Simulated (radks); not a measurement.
The numbers below are computed, except where a source is named.
Dipole-allowed excitations along the series with 36 electrons in [Kr]. Code: a radial shooting solver on a logarithmic mesh with Libxc functionals. Model: scalar-relativistic Kohn-Sham, exchange-only LDA, spin-unpolarised, spherical densities, finite nucleus; Fermi nuclear charge, rms radius of each element as measured or else 0.836 A^(1/3) + 0.57 fm. Time-dependent linear response with the Hartree and adiabatic exchange-only LDA kernel, continuum included through the Sternheimer equations, no spin-orbit coupling, so fine structure and intercombination lines are absent. Lines are the poles of the dipole polarisability below minus the highest occupied eigenvalue, found on a grid refined at the orbital gaps; the lowest seven at most are given, and weak or close lines can be missed. The first line takes the name of the lowest orbital gap if no other gap lies below it; otherwise a line is named after a gap within 0.6 % of it, if that gap stands alone.

species,-e(HOMO) (eV),lowest orbital gap (eV),first line (eV),f,strongest line (eV),its f,static alpha (bohr^3)
Sr2+,35.109,4p-5s 22.309,22.447 (4p-5s),0.451,26.705 (unassigned),3.20,6.057
Zr4+,71.212,4p-4d 32.139,39.098 (4p-5s),0.399,39.947 (unassigned),5.44,3.019
Nb5+,92.343,4p-4d 36.451,45.723 (4p-4d),5.45,the first,5.45,2.292
